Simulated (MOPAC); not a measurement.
Input for MOPAC: AM1 on aminoborane (SMILES BN), a point of a torsion scan.

```
AM1 1SCF PRECISE CHARGE=0 THREADS=1
BH4N

B      0.68810118 1    -0.00456565 1    -0.05691451 1
N     -0.69285936 1    -0.08507928 1    -0.07547595 1
H      1.32704615 1    -0.98374616 1    -0.13788940 1
H      1.18390640 1     1.03237058 1     0.17352562 1
H     -1.29509963 1     0.57421531 1     0.38757453 1
H     -1.16913628 1    -0.96001470 1    -0.23202330 1
```

It printed:

```
*******************************************************************************
 **                                                                           **
 **                              MOPAC v23.2.5                                **
 **                                                                           **
 *******************************************************************************
 ** MOPAC's Digital Object Identifier: https://doi.org/10.5281/zenodo.6511958 **
 **                                                                           **
 ** Please cite the open-source release paper for use of this MOPAC version:  **
 ** J. E. Moussa and J. J. P. Stewart (2026)                                  **
 ** MOPAC: An open-source semiempirical molecular orbital program             **
 ** J. Open Source Softw., 11(119), 8025, https://doi.org/10.21105/joss.08025 **
 *******************************************************************************

                              AM1 CALCULATION RESULTS

 *******************************************************************************
 *  AM1        - The AM1 Hamiltonian to be used
 *
 *
 *
 *                 CHARGE ON SYSTEM = 0
 *
 *
 *
 *  PRECISE    - TIGHTER CRITERIA TO BE USED
 *  1SCF       - DO 1 SCF AND THEN STOP
 *  THREADS=1  - MULTI-THREADING NOT USED
 *  T=         - A TIME OF 172800.0 SECONDS REQUESTED
 *  DUMP=N     - RESTART FILE WRITTEN EVERY 7200.0 SECONDS REQUESTED
 *******************************************************************************
AM1 1SCF PRECISE CHARGE=0 THREADS=1
 BH4N

   ATOM   CHEMICAL          X               Y               Z
  NUMBER   SYMBOL      (ANGSTROMS)     (ANGSTROMS)     (ANGSTROMS)

     1       B          0.68810118  *  -0.00456565  *  -0.05691451  *
     2       N         -0.69285936  *  -0.08507928  *  -0.07547595  *
     3       H          1.32704615  *  -0.98374616  *  -0.13788940  *
     4       H          1.18390640  *   1.03237058  *   0.17352562  *
     5       H         -1.29509963  *   0.57421531  *   0.38757453  *
     6       H         -1.16913628  *  -0.96001470  *  -0.23202330  *



          CARTESIAN COORDINATES

    NO.       ATOM           X           Y           Z

     1         B          0.6881     -0.0046     -0.0569
     2         N         -0.6929     -0.0851     -0.0755
     3         H          1.3270     -0.9837     -0.1379
     4         H          1.1839      1.0324      0.1735
     5         H         -1.2951      0.5742      0.3876
     6         H         -1.1691     -0.9600     -0.2320

  H: (AM1): M.J.S. DEWAR ET AL, J. AM. CHEM. SOC. 107 3902-3909 (1985)
  B: (AM1): M.J.S. DEWAR ET AL, ORGANOMETALLICS, 7, 513-521 (1988)
  N: (AM1): M.J.S. DEWAR ET AL, J. AM. CHEM. SOC. 107 3902-3909 (1985)

           Empirical Formula: H4 N B  =     6 atoms



      MOLECULAR POINT GROUP   :   C1


      RHF CALCULATION, NO. OF DOUBLY OCCUPIED LEVELS = 6


 -------------------------------------------------------------------------------
 AM1 1SCF PRECISE CHARGE=0 THREADS=1
 BH4N



     1SCF WAS SPECIFIED, SO BFGS WAS NOT USED
     SCF FIELD WAS ACHIEVED


                              AM1 CALCULATION
                                                       MOPAC v23.2.5 Linux




          FINAL HEAT OF FORMATION =        -22.25725 KCAL/MOL =     -93.12435 KJ/MOL


          COSMO AREA              =         70.33 SQUARE ANGSTROMS
          COSMO VOLUME            =         51.72 CUBIC ANGSTROMS

          IONIZATION POTENTIAL    =         10.666291 EV
          HOMO LUMO ENERGIES (EV) =        -10.666  2.553
          NO. OF FILLED LEVELS    =          6
          MOLECULAR WEIGHT        =         28.8483         POINT GROUP:  C1

          MOLECULAR DIMENSIONS (Angstroms)

            Atom       Atom       Distance
            H     6    H     4     3.10980
            H     5    H     3     2.95591
            H     5    N     2     0.25569


          SCF CALCULATIONS        =          1





   ATOM   CHEMICAL          X               Y               Z
  NUMBER   SYMBOL      (ANGSTROMS)     (ANGSTROMS)     (ANGSTROMS)

     1       B          0.68810118  *  -0.00456565  *  -0.05691451  *
     2       N         -0.69285936  *  -0.08507928  *  -0.07547595  *
     3       H          1.32704615  *  -0.98374616  *  -0.13788940  *
     4       H          1.18390640  *   1.03237058  *   0.17352562  *
     5       H         -1.29509963  *   0.57421531  *   0.38757453  *
     6       H         -1.16913628  *  -0.96001470  *  -0.23202330  *

                             CARTESIAN COORDINATES

   1    B        0.688101180    -0.004565650    -0.056914510
   2    N       -0.692859360    -0.085079280    -0.075475950
   3    H        1.327046150    -0.983746160    -0.137889400
   4    H        1.183906400     1.032370580     0.173525620
   5    H       -1.295099630     0.574215310     0.387574530
   6    H       -1.169136280    -0.960014700    -0.232023300


           Empirical Formula: H4 N B  =     6 atoms



      MOLECULAR POINT GROUP   :   C1


                  EIGENVALUES
 -33.69597 -20.89272 -17.04165 -14.29065 -11.46845 -10.66629   2.55328   3.24693
   4.50833   5.21257   7.03627   7.56025


              NET ATOMIC CHARGES AND DIPOLE CONTRIBUTIONS

  ATOM NO.   TYPE          CHARGE      No. of ELECS.   s-Pop       p-Pop
    1          B           0.135133        2.8649     1.20393     1.66094
    2          N          -0.420134        5.4201     1.47449     3.94564
    3          H          -0.043801        1.0438     1.04380
    4          H          -0.046189        1.0462     1.04619
    5          H           0.193815        0.8062     0.80618
    6          H           0.181175        0.8188     0.81882
 DIPOLE           X         Y         Z       TOTAL
 POINT-CHG.    -0.920    -0.154     0.265     0.970
 HYBRID        -0.596    -0.151     0.210     0.650
 SUM           -1.516    -0.305     0.475     1.618


          ATOMIC ORBITAL ELECTRON POPULATIONS

     Atom    s        px        py        pz
    1  B   1.20393   0.64551   0.73765   0.27778
    2  N   1.47449   1.15299   1.17365   1.61900
    3  H   1.04380
    4  H   1.04619
    5  H   0.80618
    6  H   0.81882

 **********************
 *                    *
 * JOB ENDED NORMALLY *
 *                    *
 **********************




 == MOPAC DONE ==
```

The run finished.

Cost: around 0.03 core-seconds (rough).
